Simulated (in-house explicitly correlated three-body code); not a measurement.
Computed with an exponentially correlated three-body code. Model: two electrons around a point charge, non-relativistic, variational in 260 exponentially correlated functions (energies converged to about 1e-7 hartree, or 1e-8 relative for large Z).

Command:
```bash
python run_hyl.py task.json out
```
Settings (lengths in bohr, energies in hartree):
```
Z                      3
nuclear_mass           206.7683
interaction_strength   1
functions              260
states_tried           13
```

Time taken, with all properties: 41 s on 1 thread of Arm Neoverse V1, with other jobs on the host.

**Those bound S and P states to n = 4 that converged, binding against the one-electron ion.**

Given: nuclear charge 3; mass of the centre 206.77 electron masses.

Computed: one-electron threshold -4.47834126 hartree.

```
term  energy (hartree)  binding (eV)
1 1S       -7.24352006        75.244
2 3S       -5.08604917        16.537
2 1S       -5.01652287        14.645
2 3P                 ?             ?
2 1P        -4.9681306        13.328
3 3S       -4.72918464        6.8258
3 1S       -4.71094722        6.3295
3 3P                 ?             ?
3 1P       -4.69714033        5.9538
4 3S       -4.61481058        3.7135
4 1S       -4.60749046        3.5143
4 3P       -4.60633951         3.483
4 1P       -4.60174976        3.3581
```

**Question.** What belongs in the row 2 3P?

**Answer.** energy (hartree): -5.00499589; binding (eV): 14.331.

**Question.** What belongs in the row 3 3P?

**Answer.** energy (hartree): -4.70807343; binding (eV): 6.2513.

**Converged states only, values per electron or pair.**

```json
{"term": "1 1S", "mean r (bohr)": "0.57565", "mean r squared (bohr²)": "0.45079", "mean inverse r (1/bohr)": "2.6747", "mean r12 (bohr)": "0.86589", "mean inverse r12 (1/bohr)": "1.5611", "mean cosine": "-0.041871", "mean p1 dot p2 (bohr⁻²)": "0.27404", "delta r1 (bohr⁻³)": "6.7525", "delta r12 (bohr⁻³)": "0.52646"}
{"term": "2 3S", "mean r (bohr)": "1.5013", "mean r squared (bohr²)": "3.8111", "mean inverse r (1/bohr)": "1.772", "mean r12 (bohr)": "2.5736", "mean inverse r12 (1/bohr)": "0.45985", "mean cosine": "-0.0118", "mean p1 dot p2 (bohr⁻²)": "0.015681", "delta r1 (bohr⁻³)": "4.4983", "delta r12 (bohr⁻³)": "-"}
{"term": "2 1S", "mean r (bohr)": "1.6524", "mean r squared (bohr²)": "4.7421", "mean inverse r (1/bohr)": "1.7512", "mean r12 (bohr)": "2.8583", "mean inverse r12 (1/bohr)": "0.47387", "mean cosine": "-0.014126", "mean p1 dot p2 (bohr⁻²)": "0.016493", "delta r1 (bohr⁻³)": "4.4539", "delta r12 (bohr⁻³)": "0.063496"}
{"term": "2 3P", "mean r (bohr)": "1.4214", "mean r squared (bohr²)": "3.4782", "mean inverse r (1/bohr)": "1.753", "mean r12 (bohr)": "2.4322", "mean inverse r12 (1/bohr)": "0.50815", "mean cosine": "-0.054272", "mean p1 dot p2 (bohr⁻²)": "-0.30939", "delta r1 (bohr⁻³)": "4.1727", "delta r12 (bohr⁻³)": "-"}
{"term": "2 1P", "mean r (bohr)": "1.5332", "mean r squared (bohr²)": "4.1032", "mean inverse r (1/bohr)": "1.7375", "mean r12 (bohr)": "2.6123", "mean inverse r12 (1/bohr)": "0.48868", "mean cosine": "0.010873", "mean p1 dot p2 (bohr⁻²)": "0.2422", "delta r1 (bohr⁻³)": "4.2458", "delta r12 (bohr⁻³)": "0.0095118"}
{"term": "3 3S", "mean r (bohr)": "?", "mean r squared (bohr²)": "?", "mean inverse r (1/bohr)": "?", "mean r12 (bohr)": "?", "mean inverse r12 (1/bohr)": "?", "mean cosine": "?", "mean p1 dot p2 (bohr⁻²)": "?", "delta r1 (bohr⁻³)": "?", "delta r12 (bohr⁻³)": "-"}
{"term": "3 1S", "mean r (bohr)": "3.4788", "mean r squared (bohr²)": "23.834", "mean inverse r (1/bohr)": "1.6062", "mean r12 (bohr)": "6.4804", "mean inverse r12 (1/bohr)": "0.21545", "mean cosine": "-0.0042809", "mean p1 dot p2 (bohr⁻²)": "0.0040994", "delta r1 (bohr⁻³)": "4.2974", "delta r12 (bohr⁻³)": "0.018549"}
{"term": "3 3P", "mean r (bohr)": "3.2639", "mean r squared (bohr²)": "21.116", "mean inverse r (1/bohr)": "1.6066", "mean r12 (bohr)": "6.0595", "mean inverse r12 (1/bohr)": "0.22357", "mean cosine": "-0.014312", "mean p1 dot p2 (bohr⁻²)": "-0.080054", "delta r1 (bohr⁻³)": "4.219", "delta r12 (bohr⁻³)": "-"}
{"term": "3 1P", "mean r (bohr)": "3.4278", "mean r squared (bohr²)": "23.408", "mean inverse r (1/bohr)": "1.6022", "mean r12 (bohr)": "6.3761", "mean inverse r12 (1/bohr)": "0.21907", "mean cosine": "0.0032399", "mean p1 dot p2 (bohr⁻²)": "0.070824", "delta r1 (bohr⁻³)": "4.2379", "delta r12 (bohr⁻³)": "0.0032412"}
{"term": "4 3S", "mean r (bohr)": "5.754", "mean r squared (bohr²)": "68.297", "mean inverse r (1/bohr)": "1.5585", "mean r12 (bohr)": "11.022", "mean inverse r12 (1/bohr)": "0.12118", "mean cosine": "-0.0013578", "mean p1 dot p2 (bohr⁻²)": "0.0010407", "delta r1 (bohr⁻³)": "4.2639", "delta r12 (bohr⁻³)": "-"}
{"term": "4 1S", "mean r (bohr)": "6.0605", "mean r squared (bohr²)": "76.108", "mean inverse r (1/bohr)": "1.5562", "mean r12 (bohr)": "11.633", "mean inverse r12 (1/bohr)": "0.12219", "mean cosine": "-0.0017706", "mean p1 dot p2 (bohr⁻²)": "0.0014056", "delta r1 (bohr⁻³)": "4.261", "delta r12 (bohr⁻³)": "0.0077335"}
{"term": "4 3P", "mean r (bohr)": "?", "mean r squared (bohr²)": "?", "mean inverse r (1/bohr)": "?", "mean r12 (bohr)": "?", "mean inverse r12 (1/bohr)": "?", "mean cosine": "?", "mean p1 dot p2 (bohr⁻²)": "?", "delta r1 (bohr⁻³)": "?", "delta r12 (bohr⁻³)": "-"}
{"term": "4 1P", "mean r (bohr)": "6.0771", "mean r squared (bohr²)": "77.151", "mean inverse r (1/bohr)": "1.5545", "mean r12 (bohr)": "11.665", "mean inverse r12 (1/bohr)": "0.12361", "mean cosine": "0.0013921", "mean p1 dot p2 (bohr⁻²)": "0.029472", "delta r1 (bohr⁻³)": "4.2364", "delta r12 (bohr⁻³)": "0.0014299"}
```

**Question.** What belongs in the row 3 3S?

**Answer.** mean r (bohr): 3.2509; mean r squared (bohr²): 20.604; mean inverse r (1/bohr): 1.6118; mean r12 (bohr): 6.0289; mean inverse r12 (1/bohr): 0.2125; mean cosine: -0.0033986; mean p1 dot p2 (bohr⁻²): 0.0034136; delta r1 (bohr⁻³): 4.3061.

**Question.** What belongs in the row 4 3P?

**Answer.** mean r (bohr): 5.8591; mean r squared (bohr²): 71.555; mean inverse r (1/bohr): 1.5563; mean r12 (bohr): 11.233; mean inverse r12 (1/bohr): 0.12533; mean cosine: -0.0057352; mean p1 dot p2 (bohr⁻²): -0.032187; delta r1 (bohr⁻³): 4.2287.
